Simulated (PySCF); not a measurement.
**TeH: energy against distance**

Set-up: basis Te x2c-TZVPPall, H x2c-TZVPPall; spin-free X2C with a Gaussian nucleus; PySCF 2.14. Energies in eV from Te + H in their ground configurations at the same level. State: ²Π (doublet), unpaired electrons π ↑.

```csv
R (Å),UHF-CCSD,ωB97X
1.429,,-2.387
1.495,-2.599,-2.739
1.561,-2.784,-2.938
1.611,-2.847,-3.009
1.661,-2.858,-3.027
1.711,-2.829,-3.003
1.777,-2.741,-2.917
1.860,-2.574,-2.747
1.960,-2.320,-2.481
2.093,,-2.066
```

Task: Put a parabola through the three lowest points of the UHF-CCSD curve and estimate Re, k and ωe (reduced mass 1.0 u; 1 eV/Å² = 0.16022 mdyn/Å; ωe = 1302.8·√(k/μ) cm⁻¹).

Result: Through R = 1.611, 1.661, 1.711 Å the second-order coefficient is 8.00 eV/Å², so Re ≈ 1.650 Å, k ≈ 2.56 mdyn/Å and ωe ≈ 2086 cm⁻¹. A polynomial fit of higher order to the unrounded UHF-CCSD energies gives Re = 1.649 Å, k = 2.78 mdyn/Å, ωe = 2171 cm⁻¹; anharmonicity and rounding make the difference.

The higher-order fit for each curve: UHF-CCSD: Re = 1.649 Å, ωe = 2171 cm⁻¹, De = 2.86 eV; ωB97X: Re = 1.655 Å, ωe = 2192 cm⁻¹, De = 3.03 eV.

Correlated steps freeze 18 core orbitals. Spin–orbit coupling is left out, which matters for elements this heavy, above all for dissociation energies. The state is the lowest determinant that a PBE0 search found; another state may lie lower at other levels.
